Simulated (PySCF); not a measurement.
C2H7ClO2Si. Atoms are numbered in the order given.

```xyz
13

O     -2.2568     0.4077    -0.2589
C     -2.0742    -0.8899     0.2907
C     -0.6366    -1.1237     0.7689
Si     0.6200    -0.3597    -0.4050
O      2.0716    -1.1309    -0.0786
Cl     0.8170     1.6864     0.0487
H     -1.9460     1.0585     0.3998
H     -2.3151    -1.5957    -0.5319
H     -2.8016    -1.1013     1.1123
H     -0.4600    -0.6581     1.7638
H     -0.4116    -2.2053     0.8878
H      0.2731    -0.4501    -1.8596
H      2.8382    -0.8138    -0.5874
```
Charge 0, spin multiplicity 1.

Coordinates come from a PBE-D3(BJ)/def2-SVP optimisation. The structure was generated by enumeration; whether it is a known compound was not checked. Other conformers were not sampled.

Computed with PySCF with PBE/pcSseg-1.

GIAO shieldings, no solvent; atoms listed in one row are averaged. δ = σ(ref) − σ: ¹⁷O against H2O (σ = 334.3 ppm); ¹³C against TMS (σ = 182.0 ppm); ²⁹Si against TMS (σ = 335.4 ppm); ³⁵Cl against HCl (σ = 936.5 ppm); ¹H against TMS (σ = 31.49 ppm), references at their B3LYP-D3(BJ)/def2-TZVP geometries, non-relativistic (without spin–orbit terms, shifts of atoms bonded to Cl or Br come out too high).

```json
[
 {"nucleus": "¹⁷O", "atoms": "O1", "count": "1", "δ (ppm)": "84.3"},
 {"nucleus": "¹⁷O", "atoms": "O5", "count": "1", "δ (ppm)": "83.8"},
 {"nucleus": "¹³C", "atoms": "C2", "count": "1", "δ (ppm)": "67.8"},
 {"nucleus": "¹³C", "atoms": "C3", "count": "1", "δ (ppm)": "32.3"},
 {"nucleus": "²⁹Si", "atoms": "Si4", "count": "1", "δ (ppm)": "17.7"},
 {"nucleus": "³⁵Cl", "atoms": "Cl6", "count": "1", "δ (ppm)": "114.4"},
 {"nucleus": "¹H", "atoms": "H12", "count": "1", "δ (ppm)": "6.38"},
 {"nucleus": "¹H", "atoms": "H9", "count": "1", "δ (ppm)": "4.78"},
 {"nucleus": "¹H", "atoms": "H8", "count": "1", "δ (ppm)": "4.33"},
 {"nucleus": "¹H", "atoms": "H13", "count": "1", "δ (ppm)": "2.27"},
 {"nucleus": "¹H", "atoms": "H10, H11", "count": "2", "δ (ppm)": "1.98"},
 {"nucleus": "¹H", "atoms": "H7", "count": "1", "δ (ppm)": "0.70"}
]
```
